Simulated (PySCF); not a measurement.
Compound: 2-phenyl-1-pentene, C11H14.
Numbering: `[CH2:1]=[C:2]([CH2:3][CH2:4][CH3:5])[c:6]1[cH:7][cH:8][cH:9][cH:10][cH:11]1` (hydrogens: H12, H13 on C1; H14, H15 on C3; H16, H17 on C4; H18, H19, H20 on C5; H21 on C7; H22 on C8; H23 on C9; H24 on C10; H25 on C11)

Level of theory: PBE0-D3(BJ)/def2-SVP geometry optimisation, gas phase in PySCF.

(1) What internal coordinates does the optimisation give?

## Answers

(1) 
```tsv
bond	length (pm)
C1=C2	134.2
C2–C3	150.6
C3–C4	152.8
C4–C5	151.9
C2–C6	148.5
C6–C7, C6–C11	140.4
C7–C8, C10–C11	139.2
C8–C9, C9–C10	139.4
C1–H12	109.3
C1–H13	109.3
C3–H14, C3–H15	110.4
C4–H16, C4–H17	110.3
C5–H18, C5–H19, C5–H20	110.2
C7–H21, C11–H25	109.2
C8–H22, C10–H24	109.3
C9–H23	109.3
```

Bonds in one row agree within 1 pm and their mean is given. A selection of angles:
```tsv
angle	degrees
C1–C2–C3	121.1
C1–C2–C6	121.1
C3–C2–C6	117.7
C2–C3–C4	113.6
C3–C4–C5	113.0
C2–C6–C7	121.0
C7–C6–C11	117.8
C6–C7–C8	121.1
C7–C8–C9	120.3
C8–C9–C10	119.4
```

Dihedral angles: C1–C2–C3–C4 117° (anticlinal); C2–C3–C4–C5 179° (antiperiplanar); C1–C2–C6–C7 -36° (synclinal). The mirror-image conformer, all signs reversed, is as good.

The 11 C–C bonds span 1.342 Å (C1=C2, drawn double) to 1.528 Å (C3–C4, drawn single), a spread of 0.186 Å. Of the pairs four or more bonds apart, H14···H25 is among the closest relative to their van der Waals radii: 2.13 Å, 89 % of the sum of Bondi's values. The 6-membered ring C6–C7–C8–C9–C10–C11 has internal angles of 117.8° to 121.1°; it is planar, 0.00 Å rms from its mean plane, widest ring torsion 1°.

Point group: C1 (no symmetry element, even within 0.4 Å). No frequency check. The numbers are those of one conformer.
